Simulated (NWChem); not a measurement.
A series in which one site is exchanged, each optimised at PBE0/def2-SVP with NWChem, gas phase unless a solvent is named. For some, no frequency run checked for a minimum. def2 effective core potentials on Te, I; no spin-orbit coupling.

A: C[Te]F (CH3FTe; site = F)
B: C[Te]I (CH3ITe; site = I)
C: C[TeH] (CH₄Te; site = H)
D: C[Te]Br (CH3BrTe; site = Br)

Values for A:

```
Property                                              Result
----------------------------------------------------  ------
dipole (D), PBE0/def2-SVP                               2.81
vertical ionisation energy, ΔSCF, PBE0/def2-SVP (eV)    8.44
static polarisability, PBE0/def2-SVPD (bohr³)           54.0
```

How do these values change for the other members?


```
change from A                                             B      C      D
----------------------------------------------------  -----  -----  -----
dipole (D), PBE0/def2-SVP                             -0.75  -1.71  -0.38
vertical ionisation energy, ΔSCF, PBE0/def2-SVP (eV)  -0.37  -0.13  -0.20
static polarisability, PBE0/def2-SVPD (bohr³)         +38.3   +2.9  +23.6
```
